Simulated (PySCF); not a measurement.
Partial charges of `[O-]c1cc(Cl)co1`

Compound: C4H2ClO2 (charge -1).
Geometry (GFN2-xTB, Å), atoms numbered from 1 in this order:
```
atom  x, y, z in Å
O1     2.5530   -0.0513    0.1375
C2     1.3183   -0.0691    0.0690
C3     0.3575    0.9481    0.0297
C4    -0.8873    0.3059   -0.0480
Cl5   -2.4350    1.0754   -0.1223
C6    -0.7024   -1.0384   -0.0560
O7     0.6408   -1.2973    0.0145
H8     0.5459    2.0019    0.0543
H9    -1.3774   -1.8692   -0.1039
```

Density: PBE0/pcSseg-1 (PySCF); schemes: Mulliken, IAO, Hirshfeld and ESP-fitted. Isolated species at its GFN2-xTB geometry, gas phase. The pcSseg-1 basis has no diffuse functions, a weakness for an anion.

Question: Which atoms carry the lowest charge in the Mulliken, IAO, Hirshfeld and ESP-fitted schemes?

Answer: All schemes agree: Mulliken O1 (-0.555); IAO O1 (-0.625); Hirshfeld O1 (-0.439); ESP-fitted O1 (-0.695).

Question: Do the Mulliken, IAO, Hirshfeld and ESP-fitted schemes agree on where the charge is highest?

Answer: All schemes agree: Mulliken C2 (+0.451); IAO C2 (+0.427); Hirshfeld C2 (+0.086); ESP-fitted C2 (+0.610).

Question: At which atom do the 4 schemes differ most?

Answer: At C2: from +0.086 (Hirshfeld) to +0.610 e (ESP-fitted), 0.524 e apart.

Question: Give the atomic charges in each scheme.

Answer: In e:

```tsv
atom	environment	Mulliken	IAO	Hirshfeld	ESP-fitted
O1	aryloxide oxygen	-0.555	-0.625	-0.439	-0.695
C2	aromatic carbon bearing oxygen	+0.451	+0.427	+0.086	+0.610
C3	aromatic CH carbon	-0.252	-0.425	-0.217	-0.560
C4	aromatic C–Cl carbon	-0.195	-0.080	-0.069	+0.035
Cl5	aryl chlorine	-0.224	-0.102	-0.132	-0.193
C6	aromatic CH next to a ring oxygen	+0.160	-0.124	-0.109	-0.252
O7	furan-type oxygen	-0.448	-0.340	-0.147	-0.281
H8	aromatic hydrogen	+0.019	+0.135	+0.008	+0.179
H9	aromatic hydrogen	+0.043	+0.134	+0.018	+0.157
```

Mean size of the charges over all atoms: ESP-fitted 0.329 e, IAO 0.266 e, Mulliken 0.261 e, Hirshfeld 0.136 e. Each set sums to the total charge, -1, to within 0.001 e. The ESP scheme is a least-squares fit of atom-centred charges to the potential on four shells outside the van der Waals surface, with the total charge fixed. The IAO scheme counts the electrons in orthogonalised intrinsic atomic orbitals, a minimal basis polarised so that it spans the occupied orbitals exactly.

Question: How closely do the schemes follow one another over all atoms?

Answer: Correlation coefficient and root-mean-square difference: IAO with ESP-fitted 0.98, 0.106 e; IAO with Hirshfeld 0.95, 0.171 e; Hirshfeld with ESP-fitted 0.93, 0.249 e; Mulliken with IAO 0.89, 0.140 e; Mulliken with Hirshfeld 0.82, 0.193 e; Mulliken with ESP-fitted 0.82, 0.218 e.

Question: Sum the charges by element, for elements with more than one atom.

Answer: 
```
element  atoms  Mulliken     IAO  Hirshfeld  ESP-fitted
      O      2    -1.003  -0.964     -0.585      -0.976
      C      4    +0.164  -0.202     -0.309      -0.167
      H      2    +0.062  +0.269     +0.026      +0.336
```

The run behind these numbers computed NMR shieldings as well. The run took 18 s wall on one thread of an Intel Xeon at 2.70 GHz (shared host), and the process peaked at 0.65 GiB of memory.
